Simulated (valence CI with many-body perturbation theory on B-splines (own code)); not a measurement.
# Level structure of La²⁴⁺

Computed by relativistic CI+MBPT: five valence electrons over a frozen Dirac-Fock core [Ar] 3d10, a basis of 11 s, 11 p, 10 d, 8 f, 5 g, 2 h functions for each j, with the one-electron correlation potential Σ1, the two-electron term Σ2, the three-electron term Σ3, Breit, model QED; selected CI, second order for the rest, scaled by the run's own slope (own B-spline code, finite nucleus).

No measured spectrum was set against this ion. As an estimate, levels hold to about 250 cm⁻¹ or 0.2 % of their energy and the worst to 1 %, as in measured heavy ions of charge 2 to 7; those with d or f electrons hold less well. Among the levels kept, up to 2200 cm⁻¹ of a level comes from second order outside the variational space, and about a tenth of that is noise between levels of different J, which matters for small intervals.

Levels 136 to 167 of 167, with energies above the lowest level, 4s2.4p3 2P°_3/2 [a]. "Leading %" is the weight of the configuration and term that name the level; weights of strongly mixed levels are sums over their largest components and can fall short, so below about 35 % the name and the second component can differ from the true leading terms, or belong to a minority configuration. Lifetimes count E1, E2, E3, M1 and M2 decay at the calculated energies, and are blank where another channel may lead or the interval is too uncertain; long ones can be off by a factor of two.

```tsv
No.	Configuration	Term	J	E (eV)	Leading %	Second component	Lifetime
136	4s.4p3.4d	4D°	3/2	236.78	16	16 % 4s.4p3.4d 2P°	2.55 ps
137	4s.4p3.4d	2F°	7/2	237.16	20	18 % 4s.4p3.4d 4D°	3.09 ps
138	4s2.4p2.4f	2F°	7/2	237.41	26	14 % 4s2.4p.4d2 4F°	2.85 ps
139	4s2.4p2.4f	4D°	5/2	238.28	28	24 % 4s2.4p.4d2 4F°	2.44 ps
140	4s2.4p2.4f	4D°	1/2	238.52	46	16 % 4s.4p3.4d 2P°	3.18 ps
141	4s2.4p2.4f	4D°	3/2	238.60	23	14 % 4s2.4p2.4f 4F°	2.52 ps
142	4s2.4p.4d2	2P°	1/2	240.41	52	14 % 4s.4p3.4d 2P°	2.78 ps
143	4s.4p3.4d	2D°	5/2	240.93	32	11 % 4s2.4p2.4f 2D°	1.75 ps
144	4s2.4p2.4f	2G°	9/2	241.37	42	30 % 4s2.4p.4d2 2H°	4.12 ps
145	4s2.4p2.4f	2F°	5/2	241.51	30	17 % 4s2.4p.4d2 2F°	5.09 ps
146	4s2.4p.4d2	4G°	11/2	241.83	74	16 % 4s2.4p2.4f 2H°	10.7 ps
147	4s.4p3.4d	2P°	1/2	242.76	34	33 % 4s2.4p.4d2 2P°	2.40 ps
148	4s2.4p2.4f	2D°	3/2	244.03	36	19 % 4s.4p3.4d 2P°	2.32 ps
149	4s2.4p.4d2	2F°	7/2	244.21	25	24 % 4s2.4p.4d2 2G°	2.11 ps
150	4s2.4p.4d2	4F°	9/2	244.98	31	28 % 4s2.4p.4d2 4G°	2.09 ps
151	4s2.4p.4d2	4F°	7/2	245.31	13	12 % 4s2.4p.4d2 4D°	2.34 ps
152	4s2.4p.4d2	4D°	5/2	245.74	32	22 % 4s2.4p.4d2 4P°	3.64 ps
153	4s2.4p.4d2	2P°	3/2	246.62	16	15 % 4s2.4p.4d2 2D°	1.74 ps
154	4s2.4p.4d2	4D°	7/2	248.15	46	17 % 4s2.4p.4d2 2F°	3.72 ps
155	4s2.4p.4d2	2H°	11/2	248.67	54	37 % 4s2.4p2.4f 4G°	2.94 ps
156	4s2.4p.4d2	4P°	5/2	248.83	26	18 % 4s2.4p.4d2 2D°	2.90 ps
157	4s2.4p2.4f	2P°	3/2	249.30	27	18 % 4s2.4p.4d2 2D°	1.95 ps
158	4s2.4p.4d2	2S°	1/2	249.50	49	24 % 4s2.4p.4d2 4P°	1.81 ps
159	4s2.4p2.4f	2H°	9/2	249.70	29	27 % 4s2.4p.4d2 2G°	2.77 ps
160	4s2.4p.4d2	4F°	5/2	250.08	16	15 % 4s2.4p.4d2 4D°	1.38 ps
161	4s2.4p.4d2	4D°	7/2	250.23	50	17 % 4s2.4p.4d2 4F°	1.44 ps
162	4s2.4p.4d2	4D°	3/2	250.31	42	19 % 4s2.4p2.4f 2D°	1.35 ps
163	4s2.4p.4d2	4D°	1/2	250.88	53	30 % 4s2.4p2.4f 2P°	1.53 ps
164	4s2.4p.4d2	4D°	5/2	251.23	20	17 % 4s2.4p.4d2 4P°	2.35 ps
165	4s2.4p.4d2	2F°	7/2	252.38	30	18 % 4s2.4p2.4f 2G°	4.46 ps
166	4s2.4p.4d2	4S°	3/2	252.81	43	20 % 4s2.4p.4d2 4P°	1.43 ps
167	4s2.4p.4d2	2F°	7/2	254.94	30	25 % 4s2.4p2.4f 4F°	2.47 ps
```

Names give the largest LS component (configuration and term), which can be under half, so a name can repeat, a term be missing and a line seem to break the LS rules; names also repeat where a configuration has a term twice.

Where two levels of one J and parity lie close, their mixing, g and order are uncertain.
